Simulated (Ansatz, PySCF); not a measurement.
Stretching the Cd1–H2 bond in CdH3N (SMILES [NH2][CdH]) (multiplicity 1 held, fragments rigid). Energies count from the point at 1.656 Å.
Geometry at that point (charge 0, multiplicity 1):
```xyz
5

Cd    -0.1932    -0.0408    -0.2275
H     -1.2093    -0.2364    -1.5204
N      1.1617     0.2684     1.2504
H      1.4991    -0.5755     1.6986
H      0.8497     0.8903     1.9872
```

Restricted levels (R-, RO-) in cc, def2 and unpolarised 6-31G sets keep to the state of the molecule at rest. Active spaces are followed from a long bond inwards. Left out are points that failed, MP2 points in a non-variational dive below the minimum, coupled-cluster points behind a sign of a changed root (a jump of the amplitudes, or a one-step jump against full CI or MRCI), small-basis points behind a change of solution, and semi-empirical points at long bonds. Curves can end on different states.

Cores are frozen in the correlated methods. Rows in LANL2DZ carry no dispersion term and start afresh at each structure. LANL2DZ brings its own core potentials from Na on.

The values were computed with Ansatz (an electronic-structure program) with Gaussian orbitals; PySCF for LANL2DZ rows.  In def2 rows elements past Kr take small-core potentials, without spin–orbit coupling.

Energies in kJ/mol.

```tsv
R (Å)	R-BP86/LANL2DZ	R-MP2/def2-TZVPP	SC-NEVPT2 on CASSCF(2,2)/def2-TZVPP	FIC-MRCISD on CASSCF(2,2)/def2-TZVPP	FIC-MRCISD+Q on CASSCF(2,2)/def2-TZVPP
1.325	160	98	104	115	111
1.490	44	15	19	23	21
1.656	0	0	0	0	0
1.822	-4	19	15	12	14
1.987	12	56	45	41	44
2.236	54	121	101	95	101
2.484	103	187	155	149	156
2.898	179	285	225	222	230
3.312	240	361	267	267	276
3.809	294	423	289	293	302
4.471	left out	466	298	303	312
5.299	left out	470	300	305	314
```

Doubts at one or more of the structures used: a restricted determinant that unrestricted orbitals would lower (R-MP2/def2-TZVPP).
